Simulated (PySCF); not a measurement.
C₆ coefficients of unlike pairs at PBE0

Calculated with PySCF 2.14 from the dipole response of each species, C₆(A,B) = (3/π) ∫ α_A(iu) α_B(iu) du, in atomic units, from isotropic polarisabilities. For ions this is the dispersion term alone; charge-induced terms of lower order in 1/R come first.

| species | configuration | basis | relativity | α (bohr³) | C₆ (like pair) |
| --- | --- | --- | --- | --- | --- |
| Pd⁺ | [Kr] 4d9 (2D) | aug-cc-pwCVTZ-PP with ECP28MDF (8s8p7d4f3g) | core potential | 11.26 | 68.47 |
| Si | [Ne] 3s2 3p2 (3P) | aug-cc-pCVTZ-DK with one added diffuse shell each of s, p, d, f type (9s8p6d4f) | spin-free X2C | 39.93 | 326.7 |
| W | [Xe] 4f14 5d4 6s2 (5D) | def2-QZVPPD with the def2 core potential (60 electrons) (7s6p4d3f2g) | core potential | 73.90 | 898.2 |
| Re³⁺ | [Xe] 4f14 5d4 (5D) | aug-cc-pVQZ-PP with ECP60MDF (7s7p6d4f3g2h) | core potential | 7.267 | 37.82 |

Problem. Estimate C₆ for W with Pd⁺.

Solution. The integral gives 218.3. The combination rule 2 C_A C_B / (C_A α_B/α_A + C_B α_A/α_B) gives 209.8 and the geometric mean 248.0.

No spin-orbit coupling is included.

The other pairs:

```csv
pair,C₆
"Si, Pd⁺",132.2
"Re³⁺, Si",93.04
"Re³⁺, Pd⁺",50.67
"W, Si",539.2
"Re³⁺, W",153.8
```
